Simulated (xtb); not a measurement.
CH₅F₃Si₂, SMILES C[Si@H](F)[SiH](F)F. All values are semi-empirical tight-binding results from xtb (GFN2-xTB unless named), good for trends rather than for accurate numbers. Geometry: GFN2-xTB. The structure was generated by enumeration; whether it is a known compound was not checked. The values are those of a single conformer.

Computed properties:
```yaml
orbital_gap: 4.45 eV
dipole_moment: 2.07 D
zero_point_energy: 38.7 kcal/mol
G − E(el) at 298.15 K (modified RRHO): 16.9 kcal/mol
static polarisability (D4 model): 75.6 bohr³
solvation energy, GFN2-xTB/ALPB(water): -0.7 kcal/mol
solvation energy, GFN2-xTB/ALPB(ether): -2.3 kcal/mol
```
